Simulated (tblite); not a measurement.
Species: C₇H₈N (doublet state).
Geometry (GFN2-xTB, Å), atoms numbered from 1 in this order:
```
atom  x, y, z in Å
N1    -3.1952   -0.5399   -1.4820
C2    -2.2419   -0.3049   -0.8610
C3    -1.1246   -0.0329   -0.1245
C4    -0.5803    1.3477   -0.0248
C5     0.9216    1.3532    0.0221
C6     1.6584    0.2552    0.0354
C7     1.0780   -1.1246    0.0336
C8    -0.3649   -1.1089    0.5652
H9    -0.9335    1.9635   -0.8582
H10   -0.9534    1.8267    0.8934
H11    1.3792    2.3320    0.0313
H12    2.7372    0.3212    0.0342
H13    1.0912   -1.5199   -0.9876
H14    1.6882   -1.7900    0.6479
H15   -0.3274   -0.8890    1.6384
H16   -0.8402   -2.0807    0.4251
```

Structure optimised with GFN2-xTB, isolated species. This method treats the open shell by occupation alone, without spin polarisation.

Take the most abundant isotopes and a rigid rotor. The values belong to one conformer with, in the numbering `[N:1]#[C:2][C:3]1[CH2:4][CH:5]=[CH:6][CH2:7][CH2:8]1`, C2–C3–C4–C5 -144°, C3–C4–C5–C6 -3°, C5–C6–C7–C8 -22°, C6–C7–C8–C3 49°.

Task: What are A, B and C (cm⁻¹)?

Result: Ia = 118.77, Ib = 323.70, Ic = 402.89 u·Å²; 505379 MHz·u·Å²/I gives 4255, 1561 and 1254 MHz, that is A = 0.14193, B = 0.05208, C = 0.04184 cm⁻¹.

Task: What kind of rotor is it?

Result: An asymmetric top; Ray's κ = -0.795.

Task: What does the inertial defect say?

Result: Not planar: Δ = Ic − Ia − Ib = -39.58 u·Å². For a rigid frame Δ = −2 Σ m c², so Σ m c² = 19.79 u·Å² lies off the ab plane: 7.27 from hydrogen and 12.52 from heavier atoms. The atom farthest from that plane is 1.67 Å away.

Task: List the rotational levels J(Ka,Kc) to J = 5 (cm⁻¹).

Result: Above 0(0,0):
J = 1: 1(0,1) 0.0939, 1(1,1) 0.1838, 1(1,0) 0.1940
J = 2: 2(0,2) 0.2809, 2(1,2) 0.3614, 2(1,1) 0.3921, 2(2,1) 0.6616, 2(2,0) 0.6625
J = 3: 3(0,3) 0.5594, 3(1,3) 0.6273, 3(1,2) 0.6887, 3(2,2) 0.9434, 3(2,1) 0.9475, 3(3,1) 1.4188, 3(3,0) 1.4188
J = 4: 4(0,4) 0.9272, 4(1,4) 0.9810, 4(1,3) 1.0830, 4(2,3) 1.3184, 4(2,2) 1.3305, 4(3,2) 1.7960, 4(3,1) 1.7963, 4(4,1) 2.4594, 4(4,0) 2.4594
J = 5: 5(0,5) 1.3817, 5(1,5) 1.4218, 5(1,4) 1.5742, 5(2,4) 1.7862, 5(2,3) 1.8133, 5(3,3) 2.2680, 5(3,2) 2.2691, 5(4,2) 2.9308, 5(4,1) 2.9308, 5(5,1) 3.7838, 5(5,0) 3.7838
Those of J = 1 are B + C, A + C and A + B.

Task: Estimate the classical rotational partition function at 25 K, 100 K and 500 K.

Result: Point group C1, symmetry number σ = 1; q = (√π/σ)·√((kT/h)³/(ABC)), k/h = 20836.6 MHz/K: 7300 at 25 K, 58400 at 100 K, 653000 at 500 K.

For this open shell read J as N, the rotation without spin; fine and hyperfine splittings come on top. Its GFN2-xTB frequencies are all real (lowest 52 cm⁻¹). No vibrational averaging or centrifugal distortion is included, and the geometry carries the error of its method.

These are computed values.
